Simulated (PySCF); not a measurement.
Isomers of C5H4F4O2, mass 172.015 u with the commonest isotopes. The calculation used PBE0-D3(BJ)/def2-SVP geometry optimisation, gas phase (PySCF). One conformer each, none proved a minimum here; rigid rotors.

Problem. Order these by dipole moment, smallest first.
A. `[F:1]/[CH:2]=[CH:3]/[O:4]/[CH:5]=[C:6](/[F:7])[O:8][CH:9]([F:10])[F:11]` with C2–C3–O4–C5 177°, C3–O4–C5–C6 174°, C5–C6–O8–C9 109°, C6–O8–C9–F10 171°
B. `[O:1]=[C:2]1[C@@H:3]([CH2:4][F:5])[O:6][C@@H:7]1[C:8]([F:9])([F:10])[F:11]` with C2–C3–C4–F5 41°
C. `[O:1]=[C:2]([C@@H:3]1[O:4][CH2:5][C@@H:6]1[F:7])[C:8]([F:9])([F:10])[F:11]` with O1–C2–C3–O4 -167°
D. `[F:1]/[CH:2]=[CH:3]/[O:4]/[CH:5]=[C:6](\[F:7])[O:8][CH:9]([F:10])[F:11]` with C2–C3–O4–C5 177°, C3–O4–C5–C6 -176°, C5–C6–O8–C9 -114°, C6–O8–C9–F10 -167°

Solution. D (0.47 D), A (1.87 D), B (2.52 D), C (3.50 D).

Problem. Order these by radius of gyration √(Σ m r²/M), largest first.
A. `[O:1]=[C:2]1[C@@H:3]([CH2:4][F:5])[O:6][C@@H:7]1[C:8]([F:9])([F:10])[F:11]` with C2–C3–C4–F5 41°
B. `[F:1]/[CH:2]=[CH:3]/[O:4]/[CH:5]=[C:6](/[F:7])[O:8][CH:9]([F:10])[F:11]` with C2–C3–O4–C5 177°, C3–O4–C5–C6 174°, C5–C6–O8–C9 109°, C6–O8–C9–F10 171°
C. `[O:1]=[C:2]([C@@H:3]1[O:4][CH2:5][C@@H:6]1[F:7])[C:8]([F:9])([F:10])[F:11]` with O1–C2–C3–O4 -167°
D. `[F:1]/[CH:2]=[CH:3]/[O:4]/[CH:5]=[C:6](\[F:7])[O:8][CH:9]([F:10])[F:11]` with C2–C3–O4–C5 177°, C3–O4–C5–C6 -176°, C5–C6–O8–C9 -114°, C6–O8–C9–F10 -167°

Solution. D (3.018 Å), B (2.791 Å), A (2.232 Å), C (2.032 Å).

Problem. Order these by out-of-plane moment Σ m c² = (Ia + Ib − Ic)/2, largest first.
A. `[O:1]=[C:2]1[C@@H:3]([CH2:4][F:5])[O:6][C@@H:7]1[C:8]([F:9])([F:10])[F:11]` with C2–C3–C4–F5 41°
B. `[F:1]/[CH:2]=[CH:3]/[O:4]/[CH:5]=[C:6](\[F:7])[O:8][CH:9]([F:10])[F:11]` with C2–C3–O4–C5 177°, C3–O4–C5–C6 -176°, C5–C6–O8–C9 -114°, C6–O8–C9–F10 -167°
C. `[O:1]=[C:2]([C@@H:3]1[O:4][CH2:5][C@@H:6]1[F:7])[C:8]([F:9])([F:10])[F:11]` with O1–C2–C3–O4 -167°
D. `[F:1]/[CH:2]=[CH:3]/[O:4]/[CH:5]=[C:6](/[F:7])[O:8][CH:9]([F:10])[F:11]` with C2–C3–O4–C5 177°, C3–O4–C5–C6 174°, C5–C6–O8–C9 109°, C6–O8–C9–F10 171°

Solution. C (115.24 u·Å²), A (80.68 u·Å²), D (36.90 u·Å²), B (31.27 u·Å²).

| SMILES | point group | Ia (u·Å²) | Ib (u·Å²) | Ic (u·Å²) | κ | μa (D) | μb (D) | μc (D) |
| --- | --- | --- | --- | --- | --- | --- | --- | --- |
| F/C=C/O/C=C(\F)OC(F)F | C1 | 152.54 | 1445.53 | 1535.52 | -0.99 | 0.02 | 0.08 | 0.47 |
| O=C1[C@@H](CF)O[C@@H]1C(F)(F)F | C1 | 234.24 | 703.27 | 776.15 | -0.91 | 1.97 | 0.93 | 1.26 |
| O=C([C@@H]1OC[C@@H]1F)C(F)(F)F | C1 | 287.61 | 538.21 | 595.33 | -0.80 | 3.38 | 0.80 | 0.47 |
| F/C=C/O/C=C(/F)OC(F)F | C1 | 263.95 | 1112.96 | 1303.11 | -0.91 | 0.27 | 1.53 | 1.04 |
